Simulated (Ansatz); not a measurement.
C$_{2}$H$_{5}$ClGeO, SMILES `[OH][Ge@@H]1[CH2][C@@H]1Cl`. Total charge 0; spin multiplicity 1. Geometry: relaxed with PBE0-D4/def2-TZVP. It is one conformer, not always the lowest.

```xyz
10

O    -0.154   -1.464    1.699
Ge   -0.860   -0.284    0.589
C    -0.089   -0.118   -1.176
C     0.394    0.970   -0.194
Cl    2.087    0.863    0.292
H     0.803   -1.357    1.736
H    -2.299    0.014    0.971
H     0.656   -0.855   -1.460
H    -0.676    0.236   -2.018
H     0.138    1.994   -0.439
```

Task: What is the dipole moment at ωB97M-V/def2-TZVPP? (Best estimate.)

Result: Ansatz gave: 1.79 D, with components (-1.27, 0.69, -1.06) D in this frame, pointing from negative to positive charge.

Task: And with PBE, r2SCAN, B3LYP? (An estimate is asked.)

Result: Ansatz gave: PBE 1.65 D, r2SCAN 1.76 D, B3LYP 1.78 D.

Task: Give the Mulliken charges with ωB97M-V, B3LYP, PBE in def2-TZVPP. (Estimate.)

Result: Computed: 
```tsv
atom	ωB97M-V	B3LYP	PBE
O1	-0.41	-0.41	-0.37
Ge2	0.40	0.38	0.32
C3	-0.31	-0.27	-0.23
C4	-0.17	-0.09	-0.08
Cl5	-0.11	-0.16	-0.14
H6	0.18	0.18	0.18
H7	0.05	0.03	0.02
H8	0.12	0.11	0.10
H9	0.12	0.10	0.09
H10	0.13	0.12	0.11
```

B3LYP here is the variant with VWN-RPA as its local correlation; programs differ in this.
